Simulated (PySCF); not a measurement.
## Exercise with solution: oscillator strength and radiative lifetime

Hf(I)2(NH2)2 (H₄HfI₂N₂), SMILES [NH2][Hf]([NH2])([I])[I], multiplicity 1.

Coordinates come from a B3LYP-D3(BJ)/def2-SVP optimisation. The multiplicity is an assumed one; other spin states were not compared. The def2 effective core potentials stand for the cores of Hf, I; spin–orbit coupling is left out. Other conformers were not sampled.

TDDFT-B3LYP/def2-SVPD (PySCF 2.14.0) puts the first singlet state with f over 0.02 at 4.91 eV (vertical), with the transition dipole (0.000, 0.000, -0.838) in atomic units.

**Question.** Find the oscillator strength, the wavelength and the radiative lifetime that this transition would have in vacuum if emission retraced absorption.

**Answer.** 
|μ|² = 0.7022 au, so |μ| = 2.13 D. ΔE = 4.91/27.211 = 0.1804 hartree. f = (2/3) ΔE |μ|² = 0.084 (the program prints 0.085).
λ = 1239.84/4.91 = 253 nm; ν = 39602 cm⁻¹.
Einstein's coefficient A = 0.6670 ν² f s⁻¹ (ν in cm⁻¹) = 8.8e7 s⁻¹, so τ = 1/A = 11 ns. This state is S7; the lower singlets have f = 0.003, 0.015, 0.002, 0.013, 0.001, 0.002. The figure is the radiative limit of this one transition; relaxation, internal conversion, crossing to triplets and a medium change what is measured.
